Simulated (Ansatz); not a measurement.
Program: Ansatz. Geometries: PBE0-D4/def2-TZVP. ΔE: electronic, gas phase. CBS: MP2 limit from def2 TZ/QZ plus the TZ coupled-cluster correction, frozen cores. This one scheme is used for every species. Functionals use def2-TZVPP. B3LYP here is the variant with VWN-RPA as its local correlation; programs differ in this. HSE06 is defined as in plane-wave codes. One conformer a species, not always the lowest.

Reaction (ligand exchange at the Si–C bond): `CC(C)[Si]C(C)C` + HCl → `CC(C)[Si]Cl` + `CCC`

```json
{"level": "PBE-D4", "ΔE (kcal/mol)": "-38.4", "difference from CCSD(T)/CBS": "-0.7"}
{"level": "revPBE-D4", "ΔE (kcal/mol)": "-37.2", "difference from CCSD(T)/CBS": "0.5"}
{"level": "B97M-V", "ΔE (kcal/mol)": "-40.2", "difference from CCSD(T)/CBS": "-2.5"}
{"level": "B3LYP-D4", "ΔE (kcal/mol)": "-39.5", "difference from CCSD(T)/CBS": "-1.8"}
{"level": "r2SCANh-D4", "ΔE (kcal/mol)": "-39.6", "difference from CCSD(T)/CBS": "-1.9"}
{"level": "ωB97M-V", "ΔE (kcal/mol)": "-39.1", "difference from CCSD(T)/CBS": "-1.4"}
{"level": "PBE-QIDH", "ΔE (kcal/mol)": "-39.0", "difference from CCSD(T)/CBS": "-1.3"}
{"level": "PBE", "ΔE (kcal/mol)": "-40.2", "difference from CCSD(T)/CBS": "-2.5"}
{"level": "HSE06", "ΔE (kcal/mol)": "-40.2", "difference from CCSD(T)/CBS": "-2.5"}
{"level": "BHLYP", "ΔE (kcal/mol)": "-42.3", "difference from CCSD(T)/CBS": "-4.6"}
{"level": "HF/def2-SVP", "ΔE (kcal/mol)": "-43.4", "difference from CCSD(T)/CBS": "-5.7"}
{"level": "CCSD/def2-SVP", "ΔE (kcal/mol)": "-38.0", "difference from CCSD(T)/CBS": "-0.3"}
{"level": "MP2/def2-TZVPP", "ΔE (kcal/mol)": "-37.6", "difference from CCSD(T)/CBS": "0.1"}
{"level": "SCS-MP2/def2-TZVPP", "ΔE (kcal/mol)": "-38.3", "difference from CCSD(T)/CBS": "-0.6"}
{"level": "CCSD(T)/def2-TZVPP", "ΔE (kcal/mol)": "-36.9", "difference from CCSD(T)/CBS": "0.8"}
{"level": "MP2/CBS(def2)", "ΔE (kcal/mol)": "-38.4", "difference from CCSD(T)/CBS": "-0.7"}
{"level": "CCSD(T)/CBS", "ΔE (kcal/mol)": "-37.7", "difference from CCSD(T)/CBS": "0"}
```

Largest T1 diagnostic among the species: 0.011.

The D4 term adds +2.8 kcal/mol with B3LYP and +1.7 kcal/mol with PBE0; it sums over pairs of atoms, weighted by their polarisabilities, and B3LYP, whose exchange is more repulsive, gets the larger term. In def2-TZVPP, CCSD(T) changes the Hartree–Fock value by +6.8 kcal/mol (the triples alone add +0.7 kcal/mol) and MP2 by +6.1 kcal/mol.
